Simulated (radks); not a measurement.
The numbers below are computed, except where a source is named.
Polarisability of the iron ion Fe6+, [Ar] 3d2, at imaginary frequency. Code: a radial shooting solver on a logarithmic mesh with Libxc functionals. Model: scalar-relativistic Kohn-Sham, LB94 model potential, spin-polarised, spherical densities, finite nucleus; open shells are filled with parallel spins first; Fermi nuclear charge, rms radius 3.7377 fm. Response by self-consistent Sternheimer equations with the Hartree and adiabatic LDA kernel, the relativistic mass of each level held fixed and spin-orbit coupling left out.

w (hartree),alpha1(iw) (bohr^3)
0.00266,0.6831
0.0143,0.6831
0.0360,0.6830
0.0697,0.6826
0.118,0.6818
0.186,0.6799
0.280,0.6760
0.413,0.6680
0.605,0.6517
0.892,0.6191
1.35,0.5559
2.12,0.4445
3.59,0.2855
6.94,0.1274
17.5,0.03160

Static values: alpha1 = 0.6831 bohr^3 (0.1012 angstrom^3; uncoupled 0.9779). C6 = 1.067, triple-dipole C9 = 0.5256 atomic units. One-pole (London) frequency 4 C6 / (3 alpha1^2) = 3.050 hartree, against 4.530 for minus the highest occupied eigenvalue.
